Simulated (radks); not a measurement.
Values are calculated unless marked as measured or tabulated.
Nd, configuration [Xe] 4f4 6s2 (the NIST ground configuration).

Code: a radial shooting solver on a logarithmic mesh with Libxc functionals. Model: Dirac Kohn-Sham, BLYP, spin-unpolarised, spherical densities, finite nucleus; open shells fill j = l - 1/2 first; Fermi nuclear charge, rms radius 4.9123 fm.

Energy parts (eV):
total: -262049.90
kinetic: 282586.24
electron-nucleus: -640250.71
Hartree: 101706.78
exchange-correlation: -6092.21

Orbitals (lengths in bohr, moments of r in powers of bohr; <r^-3> diverges for s and p1/2):
| orbital | occ. | eigenvalue (eV) | <r^-3> | small-component weight |
|---|---|---|---|---|
| 1s1/2 | 2 | -43362.43 | - | 4.95e-02 |
| 2s1/2 | 2 | -7010.223 | - | 1.08e-02 |
| 2p1/2 | 2 | -6632.887 | - | 1.09e-02 |
| 2p3/2 | 4 | -6112.617 | 7953 | 1.02e-02 |
| 3s1/2 | 2 | -1520.215 | - | 3.35e-03 |
| 3p1/2 | 2 | -1358.948 | - | 3.30e-03 |
| 3p3/2 | 4 | -1255.113 | 1633 | 3.10e-03 |
| 3d3/2 | 4 | -973.9906 | 270.3 | 2.98e-03 |
| 3d5/2 | 6 | -951.5412 | 244.0 | 2.93e-03 |
| 4s1/2 | 2 | -301.8086 | - | 1.04e-03 |
| 4p1/2 | 2 | -240.9566 | - | 9.74e-04 |
| 4p3/2 | 4 | -218.4144 | 355.4 | 9.09e-04 |
| 4d3/2 | 4 | -118.3855 | 49.00 | 7.55e-04 |
| 4d5/2 | 6 | -114.4053 | 43.73 | 7.37e-04 |
| 4f5/2 | 4 | -1.6128 | 4.921 | 3.67e-04 |
| 4f7/2 | 0 | -1.2131 | 4.734 | 3.59e-04 |
| 5s1/2 | 2 | -40.0948 | - | 2.21e-04 |
| 5p1/2 | 2 | -23.8944 | - | 1.72e-04 |
| 5p3/2 | 4 | -20.8688 | 47.01 | 1.55e-04 |
| 6s1/2 | 2 | -3.3562 | - | 2.41e-05 |

The highest occupied level is 4f5/2 at -1.613 eV. For comparison, the ionisation energy in NIST's Atomic Spectra Database is 5.525 eV (measured). In exact Kohn-Sham theory the highest level is minus the ionisation energy, but local and semilocal functionals leave it too shallow, through self-interaction and a potential that decays too fast; potentials with the right tail come closer. The density falls to 0.001 e/bohr^3 at r = 5.33 bohr. Summed over all electrons, <r^2> = 88.20 bohr^2, which gives a Langevin (diamagnetic) susceptibility term of -69.9 x 10^-6 cm^3/mol. The electron density at the nucleus is 4.538e+05 e/bohr^3.

Beside tabulated values, note that spin-unpolarised runs miss the spin-polarisation part of the exchange energy of open shells.
